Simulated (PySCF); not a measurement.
FGeH4NO2, SMILES [NH2][Ge]([OH])([OH])[F]. Heavy atoms are numbered as in [NH2:1][Ge:2]([OH:3])([OH:4])[F:5]. Hydrogens are named by the atom that carries them.

Geometry optimised at PBE0-D3(BJ)/def2-SVP. The values are those of a single conformer.

These are PySCF with PBE/pcSseg-1 values and carry that method's errors.

GIAO shieldings, no solvent; atoms alike by connectivity are averaged. δ = σ(ref) − σ: ¹⁵N against NH3 (σ = 267.0 ppm); ⁷³Ge against GeH4 (σ = 1614.4 ppm); ¹⁷O against H2O (σ = 334.3 ppm); ¹⁹F against CFCl3 (σ = 133.6 ppm); ¹H against TMS (σ = 31.49 ppm), references at their B3LYP-D3(BJ)/def2-TZVP geometries, non-relativistic.

Computed chemical shifts:
```json
[
 {"nucleus": "¹⁵N", "atoms": "N1 (NH2)", "count": "1", "δ (ppm)": "23.8"},
 {"nucleus": "⁷³Ge", "atoms": "Ge2", "count": "1", "δ (ppm)": "363.3"},
 {"nucleus": "¹⁷O", "atoms": "O3 (OH)", "count": "2", "δ (ppm)": "62.6"},
 {"nucleus": "¹⁹F", "atoms": "F5", "count": "1", "δ (ppm)": "-165.2"},
 {"nucleus": "¹H", "atoms": "H on O3", "count": "2", "δ (ppm)": "1.58"},
 {"nucleus": "¹H", "atoms": "H on N1", "count": "2", "δ (ppm)": "1.15"}
]
```
